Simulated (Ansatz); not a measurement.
`O[PH][SbH2]` + `N[SiH3]` → `OPN[SiH3]` + `[SbH3]` at 298.15 K and 1 bar (cleavage of the P–Sb bond).

Program: Ansatz. Geometries: PBE0-D4/def2-TZVP. ΔE: electronic, gas phase. CCSD(T)/CBS is the MP2 limit (def2-TZVPP, def2-QZVPP) plus CCSD(T) − MP2 in def2-TZVPP, frozen cores. This one scheme is used for every species. def2 core potentials past Kr. For Sb outer-core shells are correlated without core-valence functions, which leaves a few kJ/mol of doubt a bond. Each species was taken in one conformer, which may not be the lowest.

| species | CCSD(T)/CBS energy (Eh) | H − E (kJ/mol) | S (J/(mol·K)) |
| --- | --- | --- | --- |
| `O[PH][SbH2]` | -658.52726 | 115.7 | 323.1 |
| `N[SiH3]` | -346.80422 | 145.7 | 264.3 |
| `OPN[SiH3]` | -763.54366 | 193.6 | 342.3 |
| `[SbH3]` | -241.78682 | 60.8 | 232.7 |

H − E and S are ideal-gas, rigid-rotor, harmonic terms from PBE0-D4/def2-TZVP, for one conformer and one mirror image of each species. 1 Eh = 2625.50 kJ/mol, R = 8.31446 J/(mol·K).

By hand: ΔE, ΔH, ΔS and ΔG.

ΔE = (-763.54366) + (-241.78682) − (-658.52726) − (-346.80422) = 0.00100 Eh = 2.6 kJ/mol. Δ(H − E) = 193.6 + 60.8 − 115.7 − 145.7 = -7.0, so ΔH = -4.4 kJ/mol. ΔS = 342.3 + 232.7 − 323.1 − 264.3 = -12.4 J/(mol·K). ΔG = -4.4 − 298.15 × (-12.4)/1000 = -0.7 kJ/mol.

By hand: the equilibrium constant, and the temperature at which ΔG would vanish if ΔH and ΔS stayed fixed.

log₁₀ K = −ΔG/(RT ln 10) = 0.1. ΔG = 0 at ΔH/ΔS = 355 K, though so small a ΔH makes that figure unsure.

TΔS isn't small against ΔH here. The sign of ΔG lies within the doubt. A doubt of 5 kJ/mol in ΔE shifts log₁₀ K by 0.9 here. Other conformers and mirror images would add mixing entropy, several J/(mol·K) or more a flexible species. Modes under 60 cm⁻¹, often nearly free rotors, make the harmonic entropy too high. These are equilibria of isolated gas molecules and say nothing of rates. Largest T1 diagnostic: 0.014 (customary marks: 0.02 for closed shells, 0.045 for open ones).
